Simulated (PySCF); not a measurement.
Si(Cl)2 cation (Cl2Si), SMILES Cl[Si]Cl (connectivity only; charge and spin as stated), charge +1, multiplicity 2.

Geometry optimised at PBE-D3(BJ)/def2-TZVP. The multiplicity is an assumed one; other spin states were not compared. The isomer is the one that the SMILES or the coordinates give; other isomers of the formula were not compared.

Level of theory: PBE-D3(BJ)/def2-TZVP in PySCF.

Frequencies are harmonic and unscaled.

Computed normal modes with their intensities:
| mode | ν (cm⁻¹) | IR (km/mol) | moving atoms (share of kinetic energy) |
|---|---|---|---|
| 1 | 173 | 6.5 | Cl 69 %, Si 31 % |
| 2 | 522 | 22.7 | Cl 59 %, Si 41 % |
| 3 | 684 | 148.6 | Si 66 %, Cl 34 % |
